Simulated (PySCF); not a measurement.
Cl2Hg, charge +1, doublet, geometry from GFN2-xTB (such geometries of metal compounds can be far from the true shape) (a state made from the parent by changing its charge; the spin is typed, not shown lowest) (core potentials on Hg). Base run: DF-PBE0/def2-SVP (PySCF).

Input for PySCF:
```python
from pyscf import gto, scf, dft

mol = gto.M(
    atom='''
Hg    0.000000    0.000000    0.000000
Cl   -0.000000   -0.000000   -2.413138
Cl    0.000000    0.000000    2.413138
''',
    basis='def2-svp',
    ecp={'Hg': 'def2-svp'},
    charge=1,
    spin=1,
    verbose=4,
)

mf = dft.UKS(mol)
mf.xc = 'pbe0'
mf = mf.density_fit(auxbasis='def2-universal-jkfit')
mf.kernel()
mf.analyze()
```

Variants of this job, named by their change:

```csv
change,basis functions,E (Eh),HOMO (eV),core-seconds (rough)
base,68,-1072.93684,-14.36,5
basis = LANL2DZ,34,-72.22110,-14.37,3
basis = def2-SV(P),61,-1072.93439,-14.36,4
basis = def2-SVPD,89,-1072.95060,-14.44,8
basis = def2-TZVP,117,-1073.26347,-14.31,10
basis = def2-TZVPD,138,-1073.26458,-14.30,10
basis = def2-TZVPP,143,-1073.26499,-14.32,10
basis = def2-QZVP,212,-1073.29376,-14.30,20
basis = def2-QZVPP,228,-1073.29400,-14.30,20
```

Totals compare only among sets that treat the same electrons; sets with core potentials leave the core out.

Open shells are given as the SCF converged; they aren't shown to be the lowest states, and a large step between rows can be another state.
